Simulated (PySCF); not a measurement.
Vertical excitation energies

Compound: Zr(NMeEt)F3, C3H8F3NZr (singlet state).
Z-matrix (Å and degrees, PBE0-D3(BJ)/def2-SVP geometry), rows numbered from 1:
```
Zr
N   1  2.0143
C   2  1.4483  1  113.05
C   2  1.4463  1  132.63  3  -179.02
C   4  1.5159  2  112.20  1    10.43
H   3  1.1066  2  112.21  1   122.45
H   3  1.1065  2  112.45  1  -115.48
H   3  1.1053  2  110.91  1     3.96
H   4  1.1081  2  109.18  1   132.07
H   4  1.1090  2  109.97  1  -112.16
H   5  1.0991  4  111.18  2  -175.03
H   5  1.1020  4  111.10  2   -55.24
H   5  1.1028  4  111.08  2    64.91
F   1  1.9169  2  106.45  3    79.43
F   1  1.9136  2  106.77  3   -34.36
F   1  1.9131  2  111.68  3  -158.90
```

Level of theory: TDDFT wB97X-D/def2-SVPD, vertical, gas phase, core orbitals frozen in the response, def2 core potentials past Kr in PySCF 2.14.0, density-fitted response routines. Spin–orbit coupling is left out. Note that the optimisation stopped short of convergence; the values belong to its last geometry.

```csv
state,E (eV),λ (nm),ν̃ (cm⁻¹),f,|μ| (D),"main configurations (H = HOMO, L = LUMO)"
S1,4.69,264.5,37810,0.0006,0.19,H→L (98%)
S2,5.73,216.4,46220,0.029,1.16,"H→L+1 (56%), H→L+2 (25%), H→L+3 (10%)"
S3,5.90,210.0,47610,0.053,1.54,"H→L+2 (58%), H→L+1 (14%), H→L+3 (9%)"
S4,6.14,201.9,49540,0.014,0.77,"H→L+6 (36%), H→L+5 (29%), H→L+4 (22%)"
S5,6.57,188.8,52970,0.086,1.86,"H→L+7 (33%), H→L+4 (28%), H→L+5 (21%)"
S6,6.79,182.7,54740,0.0053,0.46,"H→L+3 (44%), H→L+8 (25%), H→L+1 (17%)"
S7,7.22,171.6,58260,0.014,0.72,H-1→L (94%)
S8,7.46,166.3,60150,0.040,1.19,"H→L+8 (37%), H→L+3 (15%), H→L+5 (12%)"
S9,7.61,162.9,61390,0.0029,0.32,"H→L+7 (34%), H→L+4 (32%), H→L+6 (11%)"
S10,7.65,162.2,61670,0.0011,0.20,"H→L+6 (24%), H→L+5 (20%), H→L+8 (14%)"
```

Triplets, Tamm–Dancoff:

```tsv
state	E (eV)	λ (nm)	main configurations (H = HOMO, L = LUMO)
T1	4.58	270.9	H→L (97%)
T2	4.80	258.1	H→L+2 (86%)
T3	5.71	217.3	H→L+1 (61%), H→L+3 (24%)
T4	6.04	205.3	H→L+6 (37%), H→L+4 (36%), H→L+5 (16%)
```

The lowest singlet comes at 264 nm (452 kJ/mol) in the ultraviolet; it is very weak; its leading configuration is HOMO→LUMO (98%). The strongest level in the table is S5 at 6.57 eV (189 nm, f = 0.086). For S1 the Löwdin share of zirconium is 10% in HOMO and 69% in LUMO (ligand-to-metal charge transfer by this measure). Weighted by f, the mean energy of these states is 6.50 eV. Of the 10 states listed, 6 reach f = 0.01 and none stays under 0.0005. The vertical ionisation energy (ΔSCF) is 8.92 eV, 1.27 eV above S10. The window holds the lowest 10 singlets.
